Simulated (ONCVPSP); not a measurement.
Transferability test, ONCV potential for Zr

ONCVPSP 4.0.1 input, shortened (lines: element, Z, core and valence counts, functional; n l f; lmax; l rc ep ncon nbas qcut; lloc lpopt rc5 dvloc0; l nproj debl; icmod fcfact rcfact), PBE, scalar-relativistic:

```
  Zr 40.00    7    3        4      upf
    1    0    2.00
    2    0    2.00
    2    1    6.00
    3    0    2.00
    3    1    6.00
    3    2   10.00
    4    0    2.00
    4    1    6.00
    4    2    2.00
    5    0    1.50
    3
    0    3.15    0.00    3    6    1.90
    1    1.45    0.00    5    8    5.80
    2    2.60    0.00    4    8    4.90
    3    2.85    0.13    4    7    3.40
    4    5    1.05    1.00
    0    3    2.30
    1    2    2.30
    2    2    3.30
    3    2    0.60
    4    0.50    0.00
```

Energies are relative to the spin-unpolarised reference configuration 4p6 4d2 5s1.5; without spin polarisation the order of configurations can differ from experiment.

| valence configuration | charge | ΔE all-electron (eV) | error AE − PS (meV) |
| --- | --- | --- | --- |
| 4p6 4d2 5s2 | 0 | -2.880 | -0.7 |
| 4p6 4d2 5s0 | +2 | 17.198 | -19 |
| 4p6 4d3 5s1 | 0 | -1.685 | -4.4 |

(1) What are ΔE and the potential's error for 4p6 4d2 5s1?

Levels in the configuration 4p6 4d2 5s0:

```tsv
level	all-electron (eV)	pseudo (eV)
4p	-46.920	-46.844
4d	-17.300	-17.295
```

Note: ghosts flagged at negative energy: s at -49.2 eV; GHOST(+) flagged for f at 31.4 eV, s at 167.2 eV. A true bound ghost makes a file unfit for plane-wave use.

Answers

(1) ΔE = 4.258 eV all-electron; the error (AE − PS) is -1.7 meV.
